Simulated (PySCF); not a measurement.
C₃H₄F₂Si, SMILES C(#C)C(F)([SiH3])F.

The structure is a stationary point at PBE-D3(BJ)/def2-SVP. The structure was generated by enumeration, and PubChem lists no compound with its InChIKey, so it may never have been made.

Computed with PBE/def2-TZVP in PySCF.

Symmetry labels are those of the subgroup Cs that the program uses (full group Cs).

### Question
List the valence orbital energies around the gap with their symmetry. (Estimate from the structure and the level; the computed values follow.)

### Answer

```csv
orbital,symmetry,energy (eV)
HOMO−7,A",-10.20
HOMO−6,A',-10.16
HOMO−5,A",-9.70
HOMO−4,A',-8.91
HOMO−3,A",-8.78
HOMO−2,A',-7.98
HOMO−1,A",-7.56
HOMO,A',-7.12
LUMO,A",-1.51
LUMO+1,A',-1.46
LUMO+2,A',-0.49
LUMO+3,A",0.33
```
